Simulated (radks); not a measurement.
The numbers below are computed, except where a source is named.
Species: Al+. Configuration: [Ne] 3s2 (the NIST ground configuration). Level of theory: Dirac Kohn-Sham, LDA (Slater exchange, Perdew-Wang correlation), spin-unpolarised, spherical densities, point nucleus (a radial shooting solver on a logarithmic mesh with Libxc functionals).

Radial electron density D(r) = 4 pi r^2 rho(r):

r (bohr),D(r) (e/bohr)
0.01143,1.736
0.01289,2.122
0.01454,2.583
0.01652,3.165
0.01863,3.806
0.021,4.545
0.02368,5.386
0.0267,6.327
0.0301,7.359
0.03394,8.466
0.03827,9.620
0.04349,10.86
0.04904,11.97
0.05529,12.96
0.06234,13.77
0.07029,14.32
0.07925,14.55
0.08936,14.42
0.1007,13.92
0.1145,13.03
0.1291,11.96
0.1456,10.80
0.1641,9.738
0.1851,8.948
0.2086,8.575
0.2352,8.694
0.2652,9.278
0.3015,10.27
0.3399,11.30
0.3832,12.17
0.4321,12.62
0.4872,12.49
0.5493,11.71
0.6193,10.36
0.6983,8.613
0.7936,6.591
0.8948,4.808
1.009,3.331
1.138,2.260
1.283,1.596
1.446,1.259
1.63,1.130
1.838,1.086
2.089,1.030
2.356,0.9193
2.656,0.7515
2.995,0.5542
3.377,0.3646
3.807,0.2116
4.293,0.1070
4.84,0.04657
5.501,0.01596
6.202,0.004844
6.993,0.001201
7.884,0.0002384

D(r) has 2 maxima, at r = 0.0805, 0.446 bohr, and minima at 0.215 bohr, inside which lie 2.20 electrons.
